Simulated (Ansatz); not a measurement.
`FC#C[SeH]`, 5 atoms. Total charge 0; spin multiplicity 1. Correlated methods include outer-core shells of Se, which these sets cover unevenly. Scalar relativity is left out up to krypton. All runs use 2 threads of an Arm Neoverse V1 on a shared host. Correlated methods freeze the cores.

**Question.** How many basis functions does each run have, and how long does it take in Ansatz? RKS ωB97M-V/def2-QZVPP energy; RHF-MP2/def2-QZVPP energy; RHF-CCSD(T)/def2-SVP energy; RKS PBE0-D4/def2-SVP energy; RKS ωB97M-V/def2-SVP energy; RHF-CCSD(T)/def2-TZVPP energy; RKS PBE0-D4/def2-QZVPP energy; RKS B3LYP-D4/def2-TZVPP energy and forces; RKS r2SCANh-D4/def2-TZVPP energy; RKS PBE0-D4/def2-TZVP frequencies; RKS LC-ωPBE/def2-TZVPP energy; RKS PBE0-D4/def2-TZVP relaxation (6 steps). (Estimate.)

**Answer.** The calculation gave: Other jobs shared the machine, so times are rough.

```json
{"level": "RKS PBE0-D4/def2-SVP", "job": "energy", "functions": "79", "wall time": "1.1 s", "peak host memory (GiB)": "0.36"}
{"level": "RKS LC-ωPBE/def2-TZVPP", "job": "energy", "functions": "155", "wall time": "2 s", "peak host memory (GiB)": "0.36"}
{"level": "RKS B3LYP-D4/def2-TZVPP", "job": "energy and forces", "functions": "155", "wall time": "2.8 s", "peak host memory (GiB)": "0.36"}
{"level": "RHF-CCSD(T)/def2-SVP", "job": "energy", "functions": "79", "wall time": "3 s", "peak host memory (GiB)": "0.36"}
{"level": "RKS ωB97M-V/def2-SVP", "job": "energy", "functions": "79", "wall time": "4.2 s", "peak host memory (GiB)": "0.36"}
{"level": "RKS r2SCANh-D4/def2-TZVPP", "job": "energy", "functions": "155", "wall time": "4.3 s", "peak host memory (GiB)": "0.36"}
{"level": "RKS PBE0-D4/def2-QZVPP", "job": "energy", "functions": "290", "wall time": "5.5 s", "peak host memory (GiB)": "0.67"}
{"level": "RHF-MP2/def2-QZVPP", "job": "energy", "functions": "290", "wall time": "12 s", "peak host memory (GiB)": "0.9"}
{"level": "RKS ωB97M-V/def2-QZVPP", "job": "energy", "functions": "290", "wall time": "15 s", "peak host memory (GiB)": "0.89"}
{"level": "RKS PBE0-D4/def2-TZVP", "job": "relaxation (6 steps)", "functions": "147", "wall time": "20 s", "peak host memory (GiB)": "0.3"}
{"level": "RHF-CCSD(T)/def2-TZVPP", "job": "energy", "functions": "155", "wall time": "42 s", "peak host memory (GiB)": "1.2"}
{"level": "RKS PBE0-D4/def2-TZVP", "job": "frequencies", "functions": "147", "wall time": "61 s", "peak host memory (GiB)": "0.36"}
```

B3LYP here is the variant with VWN-RPA as its local correlation; programs differ in this. LC-ωPBE has ω = 0.4 bohr⁻¹.
